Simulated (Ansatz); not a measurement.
System: C₂H₄B (charge -1, singlet). It need not be the lowest isomer of its formula. Whether it binds its extra electron was not tested at this geometry. 
Coordinates optimised at B3LYP-D3(BJ)/def2-TZVP (Ansatz, a first-principles code):
```xyz
7

B     -0.1439     0.2456     0.9969
H     -1.1644     0.8084     1.3460
H      0.8127     0.3897     1.7346
C     -0.1027    -0.6882    -0.2192
C      0.2660     0.3504    -0.9757
H     -0.2534    -1.7090    -0.5521
H      0.3449     1.3097    -0.3436
```
Charge -1, spin multiplicity 1.

Basis-set convergence of Hartree-Fock and CCSD(T) correlation energies (hartree) with Ansatz. Correlated levels leave the core frozen unless marked. Spin-orbit coupling is left out. Non-relativistic.

```csv
basis,functions,E(HF),"E(corr, CCSD(T))"
aug-cc-pVDZ,105,-102.63181,-0.44684
aug-cc-pVTZ,230,___,___
```

Problem. What belongs in the gaps?

Solution. 
- aug-cc-pVTZ, E(HF): -102.65577
- aug-cc-pVTZ, E(corr, CCSD(T)): -0.51685
